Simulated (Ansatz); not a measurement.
Gas-phase electronic energies from Ansatz, PBE0-D4/def2-TZVP geometries. CCSD(T)/CBS adds triple-zeta CCSD(T) − MP2 to the extrapolated MP2 energy (def2 sets, frozen cores). DFT in def2-TZVPP. B3LYP here is the variant with VWN-RPA as its local correlation; programs differ in this. For Se outer-core shells are correlated without core-valence functions, which leaves a few kJ/mol of doubt a bond. Scalar relativity is left out up to krypton. Each species was taken in one conformer, which may not be the lowest.

Consider the formal exchange of groups at the Se–C bond: `OC(=S)[SeH]` + `C[CH2][Al]([OH])[OH]` → `[OH][Al]([OH])[SeH]` + `CCC(O)=S`.

| level | ΔE (kcal/mol) | difference from CCSD(T)/CBS |
| --- | --- | --- |
| PBE-D4 | -23.5 | 4.7 |
| r2SCAN-D4 | -26.0 | 2.2 |
| PBE0-D4 | -26.5 | 1.7 |
| ωB97M-V | -26.9 | 1.3 |
| r2SCAN | -25.9 | 2.3 |
| B3LYP | -25.0 | 3.2 |
| HF/def2-TZVPP | -32.7 | -4.5 |
| CCSD/def2-TZVPP | -28.5 | -0.3 |
| CCSD(T)/def2-TZVPP | -27.5 | 0.7 |
| CCSD/CBS(def2) | -29.1 | -0.9 |
| CCSD(T)/CBS | -28.2 | 0 |

Largest T1 diagnostic among the species: 0.015.

From PBE to PBE0 (25 % exact exchange), in def2-TZVPP and without D4, ΔE moves by −3.1 kcal/mol. In def2-TZVPP, CCSD(T) changes the Hartree–Fock value by +5.1 kcal/mol (the triples alone add +0.9 kcal/mol) and MP2 by +5.9 kcal/mol.
